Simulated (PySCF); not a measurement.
[W(OH)6] (charge 0, multiplicity 1)

Method: TPSSh-D3(BJ)/def2-TZVP // BP86-D3(BJ)/def2-SVP (PySCF).

The HOMO is -7.89 eV. The dipole moment is 0.389 e·Å and the LUMO is -3.18 eV. The HOMO–LUMO gap is 4.70 eV, the charge on the central atom (Mulliken) comes out as 1.49 e and the total energy is -522.4768 Ha. The cost is very roughly 17 core-minutes.

```xyz
13

W      0.6325    -0.1096     0.2895
O      0.1337    -0.9568    -1.4132
H     -0.2189    -0.3115    -2.0577
O      0.7490    -1.9518     0.8091
H      0.2705    -2.6033     0.2587
O     -0.1689     1.4820    -0.4290
H     -1.0729     1.6730    -0.1054
O      1.7097     0.4957     1.7471
H      2.6660     0.6100     1.5686
O      2.3548     0.2350    -0.5901
H      2.3816    -0.0831    -1.5142
O     -0.9729     0.0153     1.4037
H     -1.0701    -0.6698     2.0937
```
Charge 0, spin multiplicity 1.
